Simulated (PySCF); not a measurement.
# Au⁷⁸⁺: ionisation energy

Au⁷⁸⁺ 1s1 (2S) → Au⁷⁹⁺ (bare nucleus), as a difference of total energies. All numbers are calculated (PySCF 2.14, scalar relativity by spin-free X2C-1e, in an uncontracted even-tempered set (16 s from 250 bohr⁻², ratio 2.2; 7 p from 370 bohr⁻², ratio 2.4; 4 d from 1100 bohr⁻², ratio 2.4; 3 f from 1700 bohr⁻², ratio 2.4; 3 g from 2500 bohr⁻², ratio 2.4)). The calculations carry no spin-orbit coupling.

```json
{"method": "UHF", "ionisation energy (eV)": "93411.0"}
{"method": "LDA", "ionisation energy (eV)": "93306.4"}
{"method": "PBE", "ionisation energy (eV)": "93419.5"}
{"method": "PBE0", "ionisation energy (eV)": "93417.4"}
{"method": "r2SCAN", "ionisation energy (eV)": "93423.2"}
{"method": "BP86", "ionisation energy (eV)": "93431.2"}
{"method": "B3LYP", "ionisation energy (eV)": "93415.9"}
```

For one electron Hartree-Fock is exact for this Hamiltonian up to the basis; QED and nuclear recoil make up the gap, and the density functionals add self-interaction.

For comparison: 93254.62 ± 0.2 eV (theoretical estimate listed by NIST; NIST Atomic Spectra Database, ionization energies).
